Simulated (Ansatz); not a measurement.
`BS[SiH2]C` → `BS` + `C[SiH]`  (silylene formation by 1,1-elimination)

Computed with Ansatz on PBE0-D4/def2-TZVP structures; ΔE is electronic, products minus reactants. CCSD(T)/CBS is the MP2 limit (def2-TZVPP, def2-QZVPP) plus CCSD(T) − MP2 in def2-TZVPP, frozen cores. This one scheme is used for every species. Each species was taken in one conformer, which may not be the lowest.

```tsv
species	CCSD/CBS(def2) energy (Eh)
`BS[SiH2]C`	-753.93281
`BS`	-424.36877
`C[SiH]`	-329.45541
```

Task: Work out ΔE.

Result: ΔE = (-424.36877) + (-329.45541) − (-753.93281) = 0.10863 Eh = +285.2 kJ/mol. CCSD(T)/CBS gives +289.5 kJ/mol.

Largest T1 diagnostic among the species: 0.015.

From BLYP to BHLYP (50 % exact exchange), in def2-TZVPP and without D4, ΔE moves by +31.4 kJ/mol. Leaving LDA and LC-ωPBE aside and taking each functional with its dispersion term where it has one, the values, not all of them listed here, spread over 40.9 kJ/mol, from BLYP-D4 to r2SCAN0-D4. LDA lies +30.6 kJ/mol from PBE without D4.
